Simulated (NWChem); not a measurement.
System: GaHClF; SMILES [F][GaH][Cl]

NWChem printed, in part:

```
             Northwest Computational Chemistry Package (NWChem) 7.3.0
             --------------------------------------------------------

 CS  symmetry detected

                             Geometry "geometry" -> ""
                             -------------------------

 Output coordinates in angstroms (scale by  1.889725989 to convert to a.u.)

  No.       Tag          Charge          X              Y              Z
 ---- ---------------- ---------- -------------- -------------- --------------
    1 Ga                  31.0000    -0.36820180    -0.40799589     0.00000000
    2 H                    1.0000    -1.83914904    -0.87812897     0.00000000
    3 F                    9.0000     0.94171629    -1.56128136     0.00000000
    4 Cl                  17.0000     0.28105636     1.62220787     0.00000000

 Effective nuclear repulsion energy (a.u.)     255.3631943811

      Symmetry information
      --------------------

 Group name             Cs
 Group number              2
 Group order               2
 No. of unique centers     4

                                 NWChem DFT Module
                                 -----------------

 Summary of "ao basis" -> "ao basis" (spherical)
 ------------------------------------------------------------------------------
       Tag                 Description            Shells   Functions and Types
 ---------------- ------------------------------  ------  ---------------------
 Ga                         def2-svp                12       32   5s4p3d
 H                          def2-svp                 3        5   2s1p
 F                          def2-svp                 6       14   3s2p1d
 Cl                         def2-svp                 8       18   4s3p1d

      Symmetry analysis of basis
      --------------------------

        a'         49
        a"         20

            General Information
            -------------------
          SCF calculation type: DFT
          Wavefunction type:  closed shell.
          No. of atoms     :     4
          No. of electrons :    58
           Alpha electrons :    29
            Beta electrons :    29
          Charge           :     0
          Spin multiplicity:     1
          Use of symmetry is: on ; symmetry adaption is: on
          Maximum number of iterations: 150
          AO basis - number of functions:    69
                     number of shells:    29
          Convergence on energy requested:  1.00D-06
          Convergence on density requested:  1.00D-05
          Convergence on gradient requested:  5.00D-04

              XC Information
              --------------
                        Slater Exchange Functional  1.000 local
                      VWN V Correlation Functional  1.000 local

             Grid Information
             ----------------
          Grid used for XC integration:  medium
          Radial quadrature: Mura-Knowles
          Angular quadrature: Lebedev.
          Tag              B.-S. Rad. Rad. Pts. Rad. Cut. Ang. Pts.
          ---              ---------- --------- --------- ---------
          Ga                  1.30      112           7.0       590
          H                   0.35       45           9.0       434
          F                   0.50       49           8.0       434
          Cl                  1.00       88          10.0       590
          Grid pruning is: on
          Number of quadrature shells:   294
          Spatial weights used:  Erf1

      Superposition of Atomic Density Guess
      -------------------------------------

 Sum of atomic energies:       -2482.09117063

      Non-variational initial energy
      ------------------------------

 Total energy =   -2482.313202
 1-e energy   =   -3968.660489
 2-e energy   =    1230.984093
 HOMO         =      -0.419756
 LUMO         =       0.006824

      Symmetry analysis of molecular orbitals - initial
      -------------------------------------------------

  Numbering of irreducible representations:

     1 a'          2 a"

  Orbital symmetries:

     1 a'          2 a'          3 a'          4 a'          5 a'
     6 a"          7 a'          8 a'          9 a'         10 a'
    11 a"         12 a'         13 a'         14 a'         15 a"
    16 a'         17 a'         18 a'         19 a"         20 a"
    21 a'         22 a'         23 a'         24 a'         25 a"
    26 a'         27 a'         28 a"         29 a'         30 a'
    31 a"         32 a'         33 a'         34 a'         35 a'
    36 a"         37 a'         38 a"         39 a"

     ---------------------------------------------
      Total Density - Mulliken Population Analysis
     ---------------------------------------------

    Atom       Charge   Shell Charges
 -----------   ------   -------------------------------------------------------
    1 Ga  31    29.73   2.00  2.00  2.00  0.83  0.17  6.00  5.98  0.46  0.20  8.10  1.83  0.15
    2 H    1     1.06   0.62  0.43  0.01
    3 F    9     9.72   1.99  1.15  0.80  3.56  2.21  0.00
    4 Cl  17    17.49   2.00  1.99  1.23  0.71  5.94  2.18  3.42  0.01

   convergence    iter        energy       DeltaE   RMS-Dens  Diis-err
 ---------------- ----- ----------------- --------- --------- ---------
 d= 0,ls=0.0,diis     1  -2479.8549512489 -2.74D+03  3.75D-02  1.15D+00
 d= 0,ls=0.0,diis     2  -2478.9155181209  9.39D-01  2.68D-02  1.09D+01
 d= 0,ls=0.0,diis     3  -2479.9498959024 -1.03D+00  8.38D-03  1.99D-01
 d= 0,ls=0.0,diis     4  -2479.9610432345 -1.11D-02  4.33D-03  8.90D-02
 d= 0,ls=0.0,diis     5  -2479.9735939312 -1.26D-02  7.61D-04  6.60D-03
  Resetting Diis
 d= 0,ls=0.0,diis     6  -2479.9741030732 -5.09D-04  2.10D-04  3.20D-04
 d= 0,ls=0.0,diis     7  -2479.9741312514 -2.82D-05  1.20D-04  1.38D-05
 d= 0,ls=0.0,diis     8  -2479.9741286171  2.63D-06  6.15D-05  5.00D-05
 d= 0,ls=0.0,diis     9  -2479.9741328358 -4.22D-06  1.70D-05  1.87D-06
 d= 0,ls=0.0,diis    10  -2479.9741330266 -1.91D-07  3.31D-06  2.13D-07

         Total DFT energy =    -2479.974133026604
      One electron energy =    -3967.114012711352
           Coulomb energy =     1340.728364021000
    Exchange-Corr. energy =     -108.951678717318
 Nuclear repulsion energy =      255.363194381067

 Numeric. integr. density =       57.999996215816

                  Occupations of the irreducible representations
                  ----------------------------------------------

                     irrep           alpha         beta
                     --------     --------     --------
                     a'               22.0         22.0
                     a"                7.0          7.0

                       DFT Final Molecular Orbital Analysis
                       ------------------------------------

 Vector   27  Occ=2.000000D+00  E=-3.106363D-01  Symmetry=a'
              MO Center=  1.6D-01, -5.8D-01,  2.5D-15, r^2= 3.5D+00
   Bfn.  Coefficient  Atom+Function         Bfn.  Coefficient  Atom+Function
  ----- ------------  ---------------      ----- ------------  ---------------
    41      0.349359  3 F  px                42      0.342717  3 F  py
    63     -0.315953  4 Cl py                60     -0.243813  4 Cl py
    44     -0.240793  3 F  px                45     -0.233756  3 F  py
    33     -0.219082  2 H  s                 34     -0.209573  2 H  s
    57     -0.142557  4 Cl py                22      0.129001  1 Ga d  2

 Vector   28  Occ=2.000000D+00  E=-2.984500D-01  Symmetry=a"
              MO Center=  2.8D-01,  1.3D+00, -1.3D-15, r^2= 1.8D+00
   Bfn.  Coefficient  Atom+Function         Bfn.  Coefficient  Atom+Function
  ----- ------------  ---------------      ----- ------------  ---------------
    64      0.600388  4 Cl pz                61      0.454576  4 Cl pz
    58      0.266274  4 Cl pz                43      0.167212  3 F  pz
    46     -0.118498  3 F  pz                14      0.083243  1 Ga pz
    17      0.074574  1 Ga pz                19     -0.067181  1 Ga d -1
    29      0.051797  1 Ga d -1              11     -0.044561  1 Ga pz

 Vector   29  Occ=2.000000D+00  E=-2.874560D-01  Symmetry=a'
              MO Center=  1.8D-01,  1.3D+00, -4.1D-15, r^2= 2.0D+00
   Bfn.  Coefficient  Atom+Function         Bfn.  Coefficient  Atom+Function
  ----- ------------  ---------------      ----- ------------  ---------------
    62      0.583411  4 Cl px                59      0.444972  4 Cl px
    56      0.259537  4 Cl px                34      0.145516  2 H  s
    63     -0.139685  4 Cl py                33      0.109657  2 H  s
    60     -0.107728  4 Cl py                42      0.106443  3 F  py
    15      0.086249  1 Ga px                41     -0.084976  3 F  px

 Vector   30  Occ=0.000000D+00  E=-8.902066D-02  Symmetry=a"
              MO Center= -3.8D-01, -3.3D-01,  6.8D-14, r^2= 3.4D+00
   Bfn.  Coefficient  Atom+Function         Bfn.  Coefficient  Atom+Function
  ----- ------------  ---------------      ----- ------------  ---------------
    17      0.603945  1 Ga pz                14      0.533701  1 Ga pz
    64     -0.270046  4 Cl pz                11     -0.241824  1 Ga pz
    43      0.198900  3 F  pz                61     -0.160772  4 Cl pz
    46     -0.159798  3 F  pz                58     -0.091264  4 Cl pz
     8      0.077902  1 Ga pz                31      0.061737  1 Ga d  1

 Vector   31  Occ=0.000000D+00  E=-7.089874D-02  Symmetry=a'
              MO Center= -3.7D-01, -2.5D-01, -4.4D-15, r^2= 3.6D+00
   Bfn.  Coefficient  Atom+Function         Bfn.  Coefficient  Atom+Function
  ----- ------------  ---------------      ----- ------------  ---------------
     4      0.783102  1 Ga s                  5      0.672153  1 Ga s
    34     -0.624760  2 H  s                 63      0.412829  4 Cl py
     3     -0.352756  1 Ga s                 33     -0.273014  2 H  s
    55     -0.255932  4 Cl s                 60      0.219493  4 Cl py
    40     -0.216724  3 F  s                 54     -0.188915  4 Cl s

[...]
```

Level: LDA (Slater exchange, VWN5)/def2-SVP. Coordinates come from a PBE0/def2-SVP optimisation.

### Question
Which NWChem input produces such a log?

### Answer
One answer among several that fit: the input that was run:
```
start job
memory heap 200 mb stack 900 mb global 1100 mb
geometry units angstroms noautoz
  Ga    -0.346209    -0.465674     0.001885
  H     -1.806112    -0.969023     0.008167
  F      0.989508    -1.588975    -0.000904
  Cl     0.256866     1.578723    -0.000338
end
basis spherical
  * library def2-svp
end
dft
  xc slater vwn_5
  iterations 150
  mulliken
end
task dft energy
```
